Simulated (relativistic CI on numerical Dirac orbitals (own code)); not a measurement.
## What each ingredient does to the levels of Ce XXX

Base calculation: Dirac-Coulomb-Breit CI, KLI orbitals optimised for each configuration, model QED (radiative potential, 1s self-energy scaled to tabulated hydrogen-like ionisation energies), unscaled Slater integrals.

Configuration list (outside the closed core [Ar]): 3d10 4s, 3d10 4p, 3d10 4d, 3d10 4f, 3d10 5s, 3d10 5p, 3d10 5d, 3d10 5f, 3d10 5g, 3d9 4p2, 3d10 6s, 3d10 6p, 3d10 6d, 3d8 4s 4p2, 3d9 4s2, 3d10 6f. Levels of other configurations are missing.

The lowest level and the first level of each name with at least 55 % of one term (blank where a level has no safe partner in the second run):

| Level | Base (eV) | Shift (eV) |
| --- | --- | --- |
| 3d10 4s 2S_1/2 | 0.000 | 0.000 |
| 3d10 4p 2P°_1/2 | 61.377 | +0.014 |
| 3d10 4p 2P°_3/2 | 88.581 | +0.014 |
| 3d10 4d 2D_3/2 | 187.323 | +0.008 |
| 3d10 4d 2D_5/2 | 192.849 | +0.007 |
| 3d10 4f 2F°_5/2 | 298.419 | -0.048 |
| 3d10 4f 2F°_7/2 | 299.348 | -0.048 |
| 3d10 5s 2S_1/2 | 453.819 | +0.012 |
| 3d10 5p 2P°_1/2 | 482.818 | +0.020 |
| 3d10 5p 2P°_3/2 | 495.220 | +0.022 |
| 3d10 5d 2D_3/2 | 541.181 | +0.011 |
| 3d10 5d 2D_5/2 | 543.794 | +0.013 |
| 3d10 5f 2F°_5/2 | 589.987 | -0.001 |
| 3d10 5f 2F°_7/2 | 590.581 | 0.000 |
| 3d10 5g 2G_7/2 | 610.165 | +0.037 |
| 3d10 5g 2G_9/2 | 610.385 | +0.038 |
| 3d10 6s 2S_1/2 | 674.410 | +0.055 |
| 3d10 6p 2P°_1/2 | 690.301 | +0.067 |
| 3d10 6p 2P°_3/2 | 697.027 | +0.059 |
| 3d10 6d 2D_3/2 | 722.163 | +0.055 |
| 3d10 6d 2D_5/2 | 723.618 | +0.050 |
| 3d9 4s2 2D_5/2 | 742.776 | +1.917 |

At this charge energies of transitions that change n are usually good to better than 1 %, and those within a shell (Δn = 0) to a few per cent.

(1) One thing was changed in a second run, which moved the levels as shown. Which?
A. Breit term removed
B. configuration mixing switched off
C. one mean potential for all configurations
D. QED terms removed

Answers

(1) C. One mean potential for all configurations. One potential for all configurations removes the relaxation of the orbitals, which moves whole configurations and changes the integrals a little.

LS names give the leading component of a level, which can be under half, so a name can repeat, a term be missing and a line seem to break the LS rules.
